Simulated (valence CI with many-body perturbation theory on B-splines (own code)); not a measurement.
## E1 transitions of As XX

Method: valence CI with perturbative core correlation (CI+MBPT): four valence electrons over a frozen Dirac-Fock core [Ne], radial functions for each j: 11 s, 11 p, 9 d, 7 f, 5 g, 2 h, 1 i, with the one-electron correlation potential Σ1 (screened to all orders), the two-electron term Σ2, the three-electron term Σ3, Breit, model QED; selected single and double excitations, second order for the rest (own B-spline code, finite nucleus).

No measured levels were compared; by estimate levels of excited configurations hold to 0.05 to 0.15 % of their energy, terms of the ground configuration to about 0.5 %.

Lines 1 to 50 of 216 in falling wavelength, among levels below 1278100 cm⁻¹, chosen from the strongest by gf and those to the six lowest levels. Wavelengths and rates use the calculated energies, so an error of 300 cm⁻¹ moves a line at 396.8 Å by 0.12 % and its rate by three times that or more. Electric multipoles are in the length gauge, E1 and E2 with the static RPA response of the core. Weak lines are less certain than strong ones. Lines between different terms over intervals too small for the method are left out, as are lines whose strength nearly cancels. The highest levels of a list are the least certain.

Names give the largest LS component (configuration and term), which can be under half, so a name can repeat, a term be missing and a line seem to break the LS rules; names also repeat where a configuration has a term twice. Letters in brackets count levels of one name in rising energy.

```tsv
λ vac (Å)	Upper	Lower	A (s⁻¹)	S (a.u.)
396.8	3s 3p3 5S°_2	3s2 3p2 1D_2	6.38e+06	9.83e-04
347.2	3s 3p3 3D°_1	3s2 3p2 1S_0	1.65e+07	1.02e-03
337.5	3p4 1D_2	3s 3p3 1P°_1	7.46e+08	7.08e-02
336.5	3p4 3P_2	3s 3p3 3S°_1	9.27e+08	8.72e-02
318.0	3s 3p3 5S°_2	3s2 3p2 3P_2	8.96e+07	7.11e-03
298.8	3s 3p2 3d 1G_4	3s2 3p 3d 1F°_3	5.71e+08	6.77e-02
298.0	3s 3p3 5S°_2	3s2 3p2 3P_1	9.92e+07	6.47e-03
290.5	3p4 3P_1	3s 3p3 3S°_1	1.30e+09	4.71e-02
285.7	3s 3p3 3D°_1	3s2 3p2 1D_2	1.92e+08	6.63e-03
283.3	3s 3p3 3D°_2	3s2 3p2 1D_2	3.76e+07	2.11e-03
272.4	3s 3p3 3P°_1	3s2 3p2 1S_0	1.62e+08	4.84e-03
270.9	3s 3p3 3D°_3	3s2 3p2 1D_2	6.97e+08	4.79e-02
250.7	3p4 3P_2	3s 3p3 3P°_2	1.42e+09	5.52e-02
250.2	3s 3p2 3d 3F_3 [a]	3s2 3p 3d 3F°_3	7.68e+08	4.15e-02
247.5	3s 3p2 3d 3F_2	3s2 3p 3d 3F°_2	9.98e+08	3.74e-02
245.6	3p4 1S_0	3s 3p3 1P°_1	8.49e+09	6.21e-02
242.4	3s 3p3 3D°_1	3s2 3p2 3P_2	1.78e+08	3.76e-03
241.8	3p4 1D_2	3s 3p3 1D°_2	5.74e+09	2.00e-01
240.7	3s 3p3 3D°_2	3s2 3p2 3P_2	2.13e+07	7.32e-04
237.3	3s 3p2 3d 1F_3	3s2 3p 3d 1D°_2	1.05e+09	4.85e-02
233.0	3s 3p3 3P°_1	3s2 3p2 1D_2	6.87e+07	1.29e-03
232.5	3s 3p2 3d 3F_3 [b]	3s2 3p 3d 3D°_3	8.68e+08	3.77e-02
232.2	3s 3p3 3P°_2	3s2 3p2 1D_2	1.98e+08	6.13e-03
231.7	3s 3p3 3D°_3	3s2 3p2 3P_2	2.11e+09	9.09e-02
230.6	3s 3p3 3D°_1	3s2 3p2 3P_1	1.51e+08	2.75e-03
229.0	3s 3p3 3D°_2	3s2 3p2 3P_1	3.53e+09	1.05e-01
227.4	3s 3p2 3d 3D_2 [c]	3s2 3p 3d 3P°_1	1.29e+09	3.75e-02
224.2	3p4 3P_1	3s 3p3 3P°_2	2.39e+09	4.00e-02
217.3	3s 3p2 3d 3D_3 [b]	3s2 3p 3d 3P°_2 [b]	1.80e+09	6.39e-02
217.2	3p4 3P_2	3s 3p3 3D°_3	8.26e+09	2.09e-01
216.4	3s 3p2 3d 3P_0 [a]	3s 3p3 1P°_1	6.34e+09	3.17e-02
216.0	3p4 1D_2	3s 3p3 3P°_2	2.35e+09	5.84e-02
215.3	3s 3p2 3d 1F_3	3s2 3p 3d 3P°_2 [a]	2.84e+09	9.81e-02
212.6	3s 3p3 3S°_1	3s2 3p2 1S_0	1.01e+09	1.44e-02
211.9	3p4 1S_0	3s 3p3 3S°_1	6.74e+09	3.17e-02
211.6	3s 3p2 3d 3G_5	3s2 3p 3d 3F°_4	1.25e+10	6.41e-01
211.1	3s 3p2 3d 3D_1 [c]	3s2 3p 3d 3P°_1	2.09e+09	2.91e-02
210.7	3s 3p3 3D°_1	3s2 3p2 3P_0	4.62e+09	6.40e-02
210.5	3s 3p2 3d 3D_1 [b]	3s2 3p 3d 3D°_1	2.31e+09	3.20e-02
210.0	3s 3p2 3d 1G_4	3s2 3p 3d 3F°_4	1.50e+09	6.18e-02
209.8	3p4 3P_2	3s 3p3 3D°_2	3.02e+09	6.88e-02
208.3	3s 3p3 1D°_2	3s2 3p2 1D_2	7.47e+09	1.67e-01
208.0	3s 3p2 3d 3D_3 [b]	3s2 3p 3d 1D°_2	2.78e+09	8.63e-02
206.3	3s 3p2 3d 3F_3 [b]	3s2 3p 3d 3P°_2 [a]	1.55e+09	4.71e-02
203.4	3s 3p3 3P°_1	3s2 3p2 3P_2	7.91e+08	9.86e-03
202.8	3s 3p3 3P°_2	3s2 3p2 3P_2	8.18e+09	1.68e-01
201.9	3s 3p2 3d 3D_2 [c]	3s2 3p 3d 3P°_2 [a]	1.97e+09	4.00e-02
200.9	3s 3p2 3d 3G_4	3s2 3p 3d 3F°_3	1.47e+10	5.28e-01
200.7	3s 3p2 3d 3P_1 [a]	3s 3p3 3S°_1	2.80e+09	3.36e-02
198.3	3s 3p2 3d 3F_3 [b]	3s2 3p 3d 3F°_4	1.26e+09	3.38e-02
```
